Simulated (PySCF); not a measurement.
SMILES [CH3][Ge]([S]C)([S]C)[CH3] (C₄H₁₂GeS₂), GFN2-xTB optimised geometry.

```
19

C     -2.91    -0.85     1.68
S     -1.11    -1.11     1.86
Ge    -0.39    -0.03     0.00
C     -1.00     1.88     0.00
C     -1.10    -1.01    -1.61
S      1.85    -0.03     0.00
C      2.19    -1.76     0.47
H     -3.37    -1.35     2.53
H     -3.26    -1.29     0.76
H     -3.13     0.22     1.72
H     -2.06     1.94    -0.24
H     -0.44     2.43    -0.74
H     -0.83     2.33     0.97
H     -0.94    -2.08    -1.52
H     -0.58    -0.66    -2.50
H     -2.16    -0.83    -1.73
H      3.26    -1.83     0.62
H      1.66    -2.00     1.39
H      1.88    -2.43    -0.34
```

Density from B3LYP/def2-SVP run with PySCF at that geometry.

Minimum of the electron density along straight lines between bonded atoms, close to the bond critical point (lines longer than 1.1 times the sum of covalent radii, or with two minima, are not listed):

```csv
bond,length / Å,ρ at the minimum / e bohr⁻³,∇²ρ there / e bohr⁻⁵,position (fraction from the first atom)
C1–S2,1.821,0.176,-0.31,0.47
S2–Ge3,2.268,0.094,___,0.56
Ge3–C4,2.002,0.120,0.02,0.47
Ge3–C5,2.015,0.118,0.02,0.47
Ge3–S6,2.242,0.098,___,0.45
S6–C7,1.825,0.175,-0.30,0.54
C1–H8,1.085,0.281,-1.07,0.64
C1–H9,1.085,0.281,-1.06,0.64
C1–H10,1.085,0.281,-1.06,0.64
C4–H11,1.086,0.274,-0.99,0.63
C4–H12,1.085,0.275,-1.00,0.63
C4–H13,1.086,0.275,-1.01,0.63
C5–H14,1.086,0.274,-1.00,0.63
C5–H15,1.085,0.275,-1.00,0.63
C5–H16,1.085,0.274,-0.99,0.62
C7–H17,1.085,0.281,-1.07,0.64
C7–H18,1.086,0.282,-1.08,0.64
C7–H19,1.086,0.281,-1.07,0.64
```

**Question.** Fill in the missing entries.

**Answer.** 
- S2–Ge3, ∇²ρ there / e bohr⁻⁵: 0.03
- Ge3–S6, ∇²ρ there / e bohr⁻⁵: 0.04
